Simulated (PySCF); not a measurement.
**Ir (iridium, neutral) across methods**

[Xe] 4f14 5d8 6s1, high-spin 4F determinant (an excited configuration). Computed with PySCF 2.14 in aug-cc-pVTZ-PP with ECP60MDF (6s6p5d3f2g, 88 functions), with a scalar-relativistic core potential. The B2PLYP total includes its PT2 part (frozen core); its orbital energies are those of the SCF part.

```csv
method,E (hartree),mean ε 5d α (eV),mean ε 6s α (eV),mean ε 5d β (eV),Σ⟨r²⟩ (bohr²),⟨S²⟩
PBE0,-104.4026,-7.468,-6.662,-6.041,52.46,3.751
wB97X-V,-104.3574,-9.682,-8.336,-8.479,52.47,3.751
UHF,-103.61755,-11.069,-7.958,-9.200,52.55,3.754
PBE,-104.4461,-6.061,-6.008,-4.748,52.93,3.751
r2SCAN,-104.4523,-6.315,-6.300,-4.808,52.22,3.752
BHandHLYP,-104.2832,-8.738,-7.124,-7.336,52.48,3.752
B2PLYP,-104.2080,-8.739,-7.094,-7.244,52.62,3.752
LDA,-104.2267,-6.219,-6.262,-4.892,53.07,3.751
```

Q: Estimate the same row for M06-L.

A: E (hartree) = -104.4641; mean ε 5d α (eV) = -6.066; mean ε 6s α (eV) = -5.680; mean ε 5d β (eV) = -4.626; Σ⟨r²⟩ (bohr²) = 52.14; ⟨S²⟩ = 3.753.

Energies and moments cover only the electrons outside the core potential. Spin-orbit coupling, absent here, splits the open shell strongly.
